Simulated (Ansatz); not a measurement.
Species: C$_{2}$H$_{7}$Si, net charge 0, doublet state. It need not be the lowest isomer of its formula. 
Geometry from a B3LYP-D3(BJ)/def2-TZVP (Ansatz, a program for electronic structure) optimisation:
```
C
H 1 1.0861
C 1 1.4914 2 115.89
H 3 1.0914 1 112.82 2 -179.65
H 3 1.0971 4 107.62 1 -123.15
H 3 1.0972 4 107.59 5 -113.74
Si 1 1.8420 2 119.74 3 179.79
H 7 1.4818 1 110.46 2 1.10
H 7 1.4878 8 108.96 1 -122.10
H 7 1.4880 8 108.87 9 -115.72
```
Charge 0, spin multiplicity 2.

Basis-set convergence of Hartree-Fock and MP2 correlation energies (hartree) with Ansatz. Valence correlation only, unless marked. Open shells are spin-unrestricted. Spin-orbit coupling is left out. No relativistic terms.

| basis | functions | E(HF) | E(corr, MP2) |
|---|---|---|---|
| cc-pV(D+d)Z | 86 | -368.70930 | -0.36608 |
| cc-pV(T+d)Z | 197 | -368.74497 | -0.45137 |
| cc-pV(Q+d)Z | 384 | -368.75378 | -0.48126 |

Extrapolating the two largest sets (X = 3 and 4) as X^-3: E(corr) = (64·(-0.48126) - 27·(-0.45137))/37 = -0.5031 Eh, an estimate of the basis-set limit. The largest set recovers 95.7 % of it, the smallest 72.8 %.
